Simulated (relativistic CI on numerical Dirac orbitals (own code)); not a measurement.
## Hyperfine structure of N IV, mass number 15

Method of calculation: Dirac-Coulomb-Breit CI, orbitals from a KLI potential per configuration, model QED (radiative potential, 1s self-energy scaled to tabulated hydrogen-like ionisation energies), valence Slater integrals scaled by 0.85, P86 correlation energy added to each configuration (own radial code, finite nucleus).

Configuration list (outside the closed core 1s2): 2s2, 2s 2p, 2p2, 2p 3s, 2p 3p, 2s 3s, 2s 3p, 2s 3d, 2s 4s, 2s 4p, 2s 4d, 2s 4f, 3s2, 3s 3p, 3p2. Levels of other configurations are missing.

Nuclear spin I = 1/2, μ = -0.28306 μN (tables of Stone and Pyykkö). The electronic factors are computed for point nuclear moments, without core polarisation; leaving it out makes A of s and p electrons in near-neutral atoms 20 to 40 % too small, and it can dominate for d and f shells.

| Level | E (cm⁻¹) | A (MHz) |
| --- | --- | --- |
| 2s 2p 3P°_1 | 67865 | -1159 |
| 2s 2p 3P°_2 | 68003 | -967.6 |
| 2s 2p 1P°_1 | 130862 | -297 |
| 2p2 3P_1 | 177350 | 0.7927 |
| 2p2 3P_2 | 177468 | -182 |
| 2p2 1D_2 | 192763 | -293.5 |
| 2s 3s 3S_1 | 376091 | -2183 |
| 2s 3p 1P°_1 | 405438 | -425.2 |

Levels with J = 0, under 50 % of one LS term, or S terms without an open s electron are left out. Small factors come from cancelling terms and can be off by tens of per cent or more.

Correlation outside the listed configurations is missing or only estimated: errors of thousands of cm⁻¹ between configurations and terms are usual at this charge. Rates and lifetimes follow the computed energies and can be off by large factors. The fine structure of a lone outer electron comes out too small, for d and f at times inverted, and misplaced configurations move strength between like terms. 40 of the 50 excited levels that our extract of the measured tables holds in this range could be paired (the sources list more); they are missed by 1178 cm⁻¹ on average and 5286 at most, and levels without a partner can miss by more.

Question: Give the hyperfine levels of 2s 2p 3P°_1 relative to its centre of gravity.

Answer: With K = F(F + 1) − I(I + 1) − J(J + 1), E = AK/2: F = 1/2: 1159, F = 3/2: -579.7 MHz.
